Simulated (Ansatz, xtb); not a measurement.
**C3H9BGeO: 3 structures ranked**

3 gas-phase structures of C3H9BGeO, from a drawn sample of its isomers (lower ones may exist). Each was relaxed with GFN2-xTB; where two conformers were screened, the lower at r2SCAN-D4/def2-SVP is listed:

A. `C=CCB[O][GeH3]`, a singlet
B. `O[B]1CC[CH2][GeH2]1`, a singlet
C. `OB1C[CH2][GeH2][CH2]1`, a singlet

Task: Make a reasoned guess at their ranking by r2SCAN-D4/def2-SVP single-point energy.

Result: Calculated order at r2SCAN-D4/def2-SVP: C (0.0), B (12.1), A (28.7) kcal/mol.

Energies above the lowest of each column, in kcal/mol; the last columns are at PBE-D3(BJ)/def2-SVP geometries:

```tsv
structure	GFN2-xTB	HF/STO-3G	r2SCAN-D4/def2-SVP	PBE-D3(BJ)/def2-SVP	CCSD(T)/def2-SVP + ΔMP2/def2-TZVPP
C	8.2	0.0	0.0	0.0	0.0
B	7.7	13.3	12.1	9.7	11.7
A	0.0	42.8	28.7	26.6	23.7
```

CCSD(T)/def2-SVP + ΔMP2/def2-TZVPP puts C lowest; GFN2-xTB picks A. Flexible structures stand in one conformer each, not always the lowest. The ΔMP2 step shifts differences by up to 3.3 kcal/mol, which makes them less sure. ΔMP2 is the change of the MP2 energy from the smaller to the larger basis.

Programs: Ansatz 0.2.0, xtb 6.7.1.
